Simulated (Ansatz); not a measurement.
Frontier orbitals of C2H8Si2, SMILES `[SiH3]/C=C/[SiH3]`.

Z-matrix (Å, degrees):
```
Si
C 1 1.864
H 1 1.488 2 110.6
H 1 1.486 2 108.8 3 120.4
H 1 1.488 2 110.6 3 -119.2
C 2 1.337 1 123.6 3 -120.6
H 2 1.091 1 118.1 3 59.4
Si 6 1.864 2 123.6 1 -179.9
H 6 1.091 2 118.3 1 0.0
H 8 1.488 6 110.6 2 -120.5
H 8 1.488 6 110.6 2 120.3
H 8 1.486 6 108.8 2 -0.1
```

Charge 0, multiplicity 1. The geometry is a stationary point of PBE0-D4/def2-TZVP. Basis def2-TZVPP, Ansatz 0.2.0.

```
 functional  HOMO (eV)  LUMO (eV)  gap (eV)
LDA (SPW92)      -7.09      -2.17      4.92
        PBE      -6.97      -1.98      4.99
       PBE0      -8.07      -1.00      7.07
    LC-ωPBE     -10.75       1.29     12.04
    ωB97X-V     -10.36       1.22     11.58
    ωB97M-V     -10.25       1.09     11.34
```

What is the vertical ionisation energy at frozen-core CCSD(T)/CBS(def2)? (Estimate.)

Ansatz gave: 10.40 eV (T1 of the cation 0.029).

A quarter of exact exchange (PBE0) shifts PBE's HOMO by −1.10 eV and its LUMO by +0.97 eV; full exchange at long range (ωB97M-V) shifts them by −3.28 and +3.06 eV. The gap opens from 4.99 to 11.34 eV, since occupied levels lose self-interaction and empty ones feel all the electrons. A positive LUMO is unbound and depends on the basis. −ε(HOMO) differs from that ionisation energy by −3.43 eV with PBE and −0.15 eV with ωB97M-V.

LC-ωPBE has ω = 0.4 bohr⁻¹.
